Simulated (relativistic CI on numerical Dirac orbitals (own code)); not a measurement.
**Line list: Electric-dipole lines, Au⁵⁹⁺**

Method of calculation: Dirac-Coulomb-Breit CI, KLI orbitals optimised for each configuration, model QED (radiative potential, 1s self-energy scaled to tabulated hydrogen-like ionisation energies), unscaled Slater integrals (own radial code, finite nucleus).

CI space (outside the closed core [Ne]): 3s2 3p6 3d2, 3s2 3p5 3d3, 3s 3p6 3d3, 3s2 3p6 3d 4s, 3s2 3p6 3d 4p, 3s2 3p6 3d 4d, 3s2 3p5 3d2 4s, 3s2 3p6 3d 4f, 3s2 3p5 3d2 4p, 3s2 3p5 3d2 4d, 3p6 3d4, 3p5 3d5, 3p5 3d4 4s, 3p6 3d3 4s, 3p5 3d3 4s2. Double excitations out of closed p, d and f shells are left out; levels of such configurations are missing from the list, as are those of other unlisted configurations, and high levels can miss mixing partners. These lack a partner that the ground configuration has and come out too high: 3s2 3p5 3d2 4p, 3s2 3p5 3d2 4d.

| λ vac (nm) | Lower | Upper | A (s⁻¹) | gf | Branching (%) |
| --- | --- | --- | --- | --- | --- |
| 1.5021 | 3s2 3p6 3d2 3F_2 [1] | 3s2 3p5 3d3 3D°_1 [83] | 9.05e+12 | 9.18e-01 | 72.8 |
| 1.5211 | 3s2 3p6 3d2 3P_2 [4] | 3s2 3p5 3d3 3S°_1 [94] | 7.90e+12 | 8.23e-01 | 72.2 |
| 1.5216 | 3s2 3p6 3d2 3F_3 [3] | 3s2 3p5 3d3 3F°_3 [91] | 3.48e+12 | 8.45e-01 | 48.8 |
| 1.5244 | 3s2 3p6 3d2 1G_4 [5] | 3s2 3p5 3d3 1F°_3 [95] | 7.11e+12 | 1.73e+00 | 92.0 |
| 1.5323 | 3s2 3p6 3d2 3F_3 [3] | 3s2 3p5 3d3 3D°_2 [90] | 6.75e+12 | 1.19e+00 | 91.4 |
| 1.5386 | 3s2 3p6 3d2 1G_4 [5] | 3s2 3p5 3d3 1G°_4 [92] | 8.09e+12 | 2.58e+00 | 81.8 |
| 1.5408 | 3s2 3p6 3d2 3F_4 [7] | 3s2 3p5 3d3 3D°_3 [109] | 4.42e+12 | 1.10e+00 | 65.4 |
| 1.5437 | 3s2 3p6 3d2 3P_2 [4] | 3s2 3p5 3d3 3F°_3 [91] | 3.59e+12 | 8.99e-01 | 50.5 |
| 1.5495 | 3s2 3p6 3d2 3F_4 [7] | 3s2 3p5 3d3 3F°_4 [108] | 5.99e+12 | 1.94e+00 | 99.9 |
| 1.5518 | 3s2 3p6 3d2 3F_4 [7] | 3s2 3p5 3d3 3G°_5 [107] | 5.30e+12 | 2.10e+00 | 99.4 |
| 1.5793 | 3s2 3p6 3d2 3F_2 [1] | 3s2 3p5 3d3 3F°_2 [82] | 5.04e+12 | 9.42e-01 | 99.8 |
| 1.7140 | 3s2 3p5 3d3 3H°_6 [20] | 3s 3p6 3d3 3G_5 [126] | 4.78e+12 | 2.31e+00 | 58.9 |
| 2.6888 | 3s2 3p6 3d2 3F_3 [3] | 3s2 3p5 3d3 3F°_3 [64] | 1.08e+12 | 8.19e-01 | 61.6 |
| 2.7061 | 3s2 3p6 3d2 1G_4 [5] | 3s2 3p5 3d3 1F°_3 [69] | 1.69e+12 | 1.30e+00 | 94.1 |
| 2.7089 | 3s2 3p6 3d2 3F_4 [7] | 3s2 3p5 3d3 3D°_3 [79] | 1.73e+12 | 1.33e+00 | 92.8 |
| 2.7450 | 3s2 3p6 3d2 3F_2 [1] | 3s2 3p5 3d3 3G°_3 [34] | 1.05e+12 | 8.33e-01 | 99.6 |
| 2.7519 | 3s2 3p6 3d2 3F_2 [1] | 3s2 3p5 3d3 3F°_2 [33] | 1.46e+12 | 8.29e-01 | 99.4 |
| 2.7670 | 3s2 3p6 3d2 1G_4 [5] | 3s2 3p5 3d3 1G°_4 [65] | 1.56e+12 | 1.62e+00 | 87.7 |
| 2.7954 | 3s2 3p6 3d2 3F_4 [7] | 3s2 3p5 3d3 3F°_4 [77] | 1.47e+12 | 1.55e+00 | 97.5 |
| 2.8675 | 3s2 3p6 3d2 1G_4 [5] | 3s2 3p5 3d3 1H°_5 [58] | 6.14e+11 | 8.33e-01 | 99.3 |

Terms are leading LS components. Brackets give the number of a level in order of energy, since labels repeat. The list gives strong lines, with weight on those to low levels, without lines whose two gauges differ by over a factor of 2.5, among the lowest 200 of 1699 levels, so that lines to higher ones, which can be the strongest, are missing. Levels whose partners in the same complex of configurations lie outside the list can be far off, and so can their lines. Rates are taken at the computed energies, electric ones in the length gauge.

At this charge energies of transitions that change n are usually good to better than 1 %, and those within a shell (Δn = 0) to a few per cent.

LS names give the leading component of a level, which can be under half, so a name can repeat, a term be missing and a line seem to break the LS rules.
